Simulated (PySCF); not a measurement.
C3HBrClF, SMILES ClC=C=C(F)Br. Heavy atoms are numbered as in [F:1][C:2]([Br:3])=[C:4]=[CH:5][Cl:6]. Hydrogens are named by the atom that carries them.

The structure is a stationary point at PBE-D3(BJ)/def2-SVP. This is a generated structure with no PubChem entry under its InChIKey; it may be hypothetical.

The numbers are results of PySCF with PBE0/pcSseg-1, not measurements.

GIAO shieldings, no solvent; atoms alike by connectivity are averaged. δ = σ(ref) − σ: ¹⁹F against CFCl3 (σ = 167.2 ppm); ¹³C against TMS (σ = 186.3 ppm); ³⁵Cl against HCl (σ = 945.9 ppm); ¹H against TMS (σ = 31.56 ppm), references at their B3LYP-D3(BJ)/def2-TZVP geometries, non-relativistic (without spin–orbit terms, shifts of atoms bonded to Cl or Br come out too high).

```tsv
atoms	nucleus	count	δ (ppm)
F1	¹⁹F	1	?
C4	¹³C	1	?
C2	¹³C	1	153.5
C5 (CH)	¹³C	1	119.0
Cl6	³⁵Cl	1	?
H on C5	¹H	1	7.28
```

Task: What belongs in the gaps? (The exact figures need the calculation; the answer reports its results.)

Result: 
- Cl6, δ (ppm): 276.1
- C4, δ (ppm): 207.0
- F1, δ (ppm): -74.0
